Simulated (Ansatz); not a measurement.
Isolated molecules relaxed with PBE0-D4/def2-TZVP in Ansatz; ΔE leaves out vibrations. CCSD(T)/CBS is the MP2 limit (def2-TZVPP, def2-QZVPP) plus CCSD(T) − MP2 in def2-TZVPP, frozen cores. This one scheme is used for every species. DFT in def2-TZVPP. B3LYP here is the variant with VWN-RPA as its local correlation; programs differ in this. Each species was taken in one conformer, which may not be the lowest.

`FB[SiH2]S` + SiH₄ → `[SiH3][SiH2]S` + `BF`  (formal exchange of groups at the Si–B bond)

```json
{"level": "B3LYP-D4", "ΔE (eV)": "-0.27"}
{"level": "PBE0", "ΔE (eV)": "-0.28"}
```

Task: What does CCSD(T)/CBS give? (Estimate.)

Result: The calculation gave: -0.29 eV. The listed levels differ from it by 0.02, 0.01 eV.

Largest T1 diagnostic among the species: 0.014.

Leaving LDA and LC-ωPBE aside and taking each functional with its dispersion term where it has one, the values, not all of them listed here, spread over 0.06 eV, from PBE-QIDH to BLYP-D4. The D4 term adds −0.03 eV with B3LYP and −0.02 eV with PBE0; it sums over pairs of atoms, weighted by their polarisabilities, and B3LYP, whose exchange is more repulsive, gets the larger term.
